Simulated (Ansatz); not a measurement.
Two members of one family (Series TiX3), computed with Ansatz in the gas phase. The two geometries come from different levels. HOMO and LUMO are taken over both spins. Binding counts from free atoms in the multiplicity of their measured ground term, without zero-point energy. The spins of the ions were chosen, not always searched. A dash marks a value that wasn't run or was left out as unsound. The structures are stationary points that may keep the symmetry of their start.

First: TiBr3 (doublet, charge 0, PBE-D4/def2-SVP geometry; oxidised ion singlet).

```xyz
4

Ti   -0.0001    0.0014    0.0030
Br   -0.3911    2.1008   -0.9590
Br   -1.8033   -1.3311    0.6807
Br    2.1946   -0.7711    0.2753
```

| level | HOMO (eV) | LUMO (eV) | gap (eV) | vertical IE (eV) | binding per atom (eV) |
| --- | --- | --- | --- | --- | --- |
| PBE-D4/def2-SVP | -5.35 | -4.28 | 1.07 | – | 3.40 |
| PBE-D4/def2-TZVP | -5.45 | -4.39 | 1.06 | 8.24 | – |
| r2SCAN-D4/def2-TZVP | -6.12 | -4.29 | 1.83 | – | – |
| PBE0-D4/def2-SVP | -7.77 | -3.36 | 4.42 | – | 3.15 |
| PBE0-D4/def2-TZVP | -7.72 | -3.34 | 4.38 | 9.01 | 3.16 |

Metal–donor distances: 3 × Br 2.34 Å.

Second: TiCl3 (doublet, charge 0, r2SCAN-D4/def2-SVP geometry; oxidised ion singlet).

```xyz
4

Ti   -0.0016    0.0020    0.0079
Cl    1.3694    1.7044   -0.0687
Cl   -2.1039    0.2641   -0.5380
Cl    0.7361   -1.9705    0.5988
```

Problem. Estimate the same table for the second.

Solution. 
```json
{"level": "PBE-D4/def2-SVP", "HOMO (eV)": "-5.34", "LUMO (eV)": "-4.22", "gap (eV)": "1.12", "vertical IE (eV)": "–", "binding per atom (eV)": "3.82"}
{"level": "PBE-D4/def2-TZVP", "HOMO (eV)": "-5.50", "LUMO (eV)": "-4.39", "gap (eV)": "1.11", "vertical IE (eV)": "8.55", "binding per atom (eV)": "–"}
{"level": "r2SCAN-D4/def2-TZVP", "HOMO (eV)": "-6.13", "LUMO (eV)": "-4.26", "gap (eV)": "1.87", "vertical IE (eV)": "8.92", "binding per atom (eV)": "–"}
{"level": "PBE0-D4/def2-SVP", "HOMO (eV)": "-7.71", "LUMO (eV)": "-3.23", "gap (eV)": "4.48", "vertical IE (eV)": "–", "binding per atom (eV)": "3.56"}
{"level": "PBE0-D4/def2-TZVP", "HOMO (eV)": "-7.70", "LUMO (eV)": "-3.26", "gap (eV)": "4.44", "vertical IE (eV)": "9.29", "binding per atom (eV)": "3.57"}
```

Metal–donor distances: 3 × Cl 2.19 Å.
